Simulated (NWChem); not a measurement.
System: C3H5FSi; SMILES CC#C[SiH2]F

```xyz
10

C      3.0657     0.2679    -0.0824
C      1.6193     0.1597     0.0629
C      0.4111     0.0687     0.1821
Si    -1.3844    -0.0578     0.3822
F     -2.0725    -0.3906    -1.0413
H      3.3290     0.9153    -0.9274
H      3.5195     0.6940     0.8205
H      3.5202    -0.7148    -0.2556
H     -1.7177    -1.1545     1.3237
H     -1.9347     1.2298     0.8717
```
Atoms are numbered in this order, from 1.

Computed with NWChem. Pople sets run with spherical d functions. STO-3G and 3-21G are far too small for this property and stand as cheap habits. Structure relaxed at the B3LYP/6-31G* (spherical d) level. GIAO values for the isolated, static molecule; σ is the absolute isotropic shielding, δ = σ(reference) − σ with the isolated reference molecule computed at the same levels (13C: tetramethylsilane, 19F: trichlorofluoromethane, 1H: tetramethylsilane, 29Si: tetramethylsilane).

```json
[
 {"level": "KT2/pcSseg-1", "δ C1 (ppm)": "7.0", "δ C2 (ppm)": "107.2", "δ C3 (ppm)": "75.5", "δ Si4 (ppm)": "-35.7", "δ F5 (ppm)": "-251.4", "δ H6 (rotor mean) (ppm)": "2.08", "δ H9 (ppm)": "5.24", "relative time": "10"},
 {"level": "B3LYP/6-31G*", "δ C1 (ppm)": "5.2", "δ C2 (ppm)": "101.1", "δ C3 (ppm)": "71.4", "δ Si4 (ppm)": "-18.2", "δ F5 (ppm)": "-198.1", "δ H6 (rotor mean) (ppm)": "1.75", "δ H9 (ppm)": "5.24", "relative time": "9"},
 {"level": "LDA (Slater exchange, VWN5)/pcSseg-1", "δ C1 (ppm)": "4.5", "δ C2 (ppm)": "120.3", "δ C3 (ppm)": "87.3", "δ Si4 (ppm)": "-28.8", "δ F5 (ppm)": "-251.9", "δ H6 (rotor mean) (ppm)": "1.99", "δ H9 (ppm)": "5.57", "relative time": "9"},
 {"level": "Hartree-Fock/STO-3G", "δ C1 (ppm)": "16.2", "δ C2 (ppm)": "93.8", "δ C3 (ppm)": "73.5", "δ Si4 (ppm)": "-43.3", "δ F5 (ppm)": "-216.3", "δ H6 (rotor mean) (ppm)": "1.32", "δ H9 (ppm)": "2.25", "relative time": "1"}
]
```

Times are rough ratios from one shared machine.
